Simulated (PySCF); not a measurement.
**Working out the ionisation energy of Zr⁺**

Zr⁺ [Kr] 4d2 5s1 (4F) → Zr²⁺ [Kr] 4d2 (3F). Computed with PySCF 2.14 in def2-SVP with the def2 core potential (28 electrons), with scalar relativity through the core potential. Frozen: 4s2 4p6. Energies in hartree (1 hartree = 27.21139 eV):

| part | Zr⁺ (lower) | Zr²⁺ (upper) |
| --- | --- | --- |
| UHF | -46.240866 | -45.788845 |
| MP2 opposite-spin | 0.000000 | 0.000000 |
| MP2 same-spin | -0.008131 | -0.001939 |

Question: What does Hartree-Fock give?

Answer: (-45.788845) − (-46.240866) = 0.452021 hartree = 12.300 eV.

Question: What do MP2 and SCS-MP2 (6/5 opposite-spin, 1/3 same-spin) give?

Answer: The opposite-spin parts differ by 0.000 eV and the same-spin parts by 0.168 eV. MP2: 12.300 + (0.000) + (0.168) = 12.468 eV. SCS-MP2: 12.300 + 1.2 × (0.000) + (0.168)/3 = 12.356 eV.

Reference: 13.13 eV (measured; NIST Atomic Spectra Database, ionization energies), between the lowest levels; spin-orbit coupling is absent from the calculation.

A double-zeta basis recovers only part of the correlation energy.

What remains against the reference includes basis incompleteness, the frozen core and correlation beyond second order.
